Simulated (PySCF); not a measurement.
Electron correlation in In²⁺ (indium, charge +2)

[Kr] 4d10 5p1, 2P determinant (an excited configuration). Computed with PySCF 2.14 in x2c-TZVPPall with one added diffuse shell each of s, p, d, f type (9s7p5d3f, 76 functions), with scalar relativity by spin-free X2C-1e. Frozen: [Ar] 3d10; 19 electrons correlated.

```json
{"level": "CCSD", "correlation energy (mhartree)": "-275.97"}
{"level": "(T)", "correlation energy (mhartree)": "-4.94"}
{"level": "CCSD(T)", "correlation energy (mhartree)": "-280.91"}
```

Diagnostics: T1 = 0.0089, D1 = 0.0312, largest double amplitude 0.022.

Cost of the coupled-cluster step: of the order of 25 core-seconds, for 19 correlated electrons.

This basis was not built for core-valence correlation, so the inner-shell part is incomplete.
